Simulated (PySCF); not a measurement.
Br3Sb, charge +1, doublet, geometry from GFN2-xTB (a state made from the parent by changing its charge; the spin is typed, not shown lowest) (all electrons, no relativity); PySCF with PBE0/STO-3G.

Input for PySCF:
```python
from pyscf import gto, scf, dft

mol = gto.M(
    atom='''
Sb   -0.00424655   -0.01061037    0.90041461
Br    0.54273096   -2.14698769   -0.46015488
Br    1.59562012    1.54932591   -0.41163234
Br   -2.13216325    0.61312260   -0.44024549
''',
    basis='sto-3g',
    charge=1,
    spin=1,
    verbose=4,
)

mf = dft.UKS(mol)
mf.xc = 'pbe0'
mf.kernel()
```

It wrote (shortened):

```
PySCF version 2.14.0

[INPUT] verbose = 4
[INPUT] num. atoms = 4
[INPUT] num. electrons = 155
[INPUT] charge = 1
[INPUT] spin (= nelec alpha-beta = 2S) = 1
[INPUT] symmetry False subgroup None
[INPUT] Mole.unit = angstrom
[INPUT] Symbol           X                Y                Z      unit          X                Y                Z       unit  Magmom
[INPUT]  1 Sb    -0.004246550000  -0.010610370000   0.900414610000 AA   -0.008024816474  -0.020050693380   1.701537011457 Bohr   0.0
[INPUT]  2 Br     0.542730960000  -2.146987690000  -0.460154880000 AA    1.025612873722  -4.057218726913  -0.869566698082 Bohr   0.0
[INPUT]  3 Br     1.595620120000   1.549325910000  -0.411632340000 AA    3.015285025646   2.927801647593  -0.777872386614 Bohr   0.0
[INPUT]  4 Br    -2.132163250000   0.613122600000  -0.440245490000 AA   -4.029204595363   1.158633794781  -0.831943403675 Bohr   0.0

nuclear repulsion = 1599.55070413211
number of shells = 35
number of NR pGTOs = 243
number of NR cGTOs = 81
basis = sto-3g
ecp = {}

******** <class 'pyscf.dft.uks.UKS'> ********
method = UKS
initial guess = minao
damping factor = 0
level_shift factor = 0
DIIS = <class 'pyscf.scf.diis.CDIIS'>
diis_start_cycle = 1
diis_space = 8
diis_damp = 0
SCF conv_tol = 1e-09
SCF conv_tol_grad = None
SCF max_cycles = 50
direct_scf = True
direct_scf_tol = 1e-13
number electrons alpha = 78  beta = 77
XC library pyscf.dft.libxc version 7.1.2
    S. Lehtola, C. Steigemann, M. J. T. Oliveira, and M. A. L. Marques,  SoftwareX 7, 1–5 (2018)
XC functionals = pbe0
    C. Adamo and V. Barone,  J. Chem. Phys. 110, 6158 (1999)
    M. Ernzerhof and G. E. Scuseria,  J. Chem. Phys. 110, 5029 (1999)
radial grids:
    Treutler-Ahlrichs [JCP 102, 346 (1995); DOI:10.1063/1.469408] (M4) radial grids

becke partition: Becke, JCP 88, 2547 (1988); DOI:10.1063/1.454033
pruning grids: <function nwchem_prune>
grids dens level: 3
symmetrized grids: False
atomic radii adjust function: <function treutler_atomic_radii_adjust>
small_rho_cutoff = 0
Set gradient conv threshold to 3.16228e-05
tot grids = 83232
init E= -13861.7589471629

cycle= 1 E= -13890.3143287233  delta_E= -28.6  |g|= 0.251  |ddm|= 2.11
cycle= 2 E= -13890.2446580305  delta_E= 0.0697  |g|= 0.32  |ddm|= 1.33
cycle= 3 E= -13890.3739770513  delta_E= -0.129  |g|= 0.0403  |ddm|= 0.916
cycle= 4 E= -13890.3762506494  delta_E= -0.00227  |g|= 0.0026  |ddm|= 0.121
cycle= 5 E= -13890.3762816063  delta_E= -3.1e-05  |g|= 0.00109  |ddm|= 0.0224
cycle= 6 E= -13890.3762853874  delta_E= -3.78e-06  |g|= 0.000117  |ddm|= 0.00877
cycle= 7 E= -13890.3762854596  delta_E= -7.21e-08  |g|= 5.14e-05  |ddm|= 0.0011
cycle= 8 E= -13890.3762854654  delta_E= -5.89e-09  |g|= 6.04e-05  |ddm|= 0.000536
cycle= 9 E= -13890.3762854724  delta_E= -6.94e-09  |g|= 7.68e-06  |ddm|= 0.000273
cycle= 10 E= -13890.3762854725  delta_E= -1.46e-10  |g|= 9.24e-07  |ddm|= 5.03e-05
Extra cycle  E= -13890.3762854727  delta_E= -1.26e-10  |g|= 1.14e-06  |ddm|= 5.44e-06
converged SCF energy = -13890.3762854727  <S^2> = 0.76180942  2S+1 = 2.0117748
```
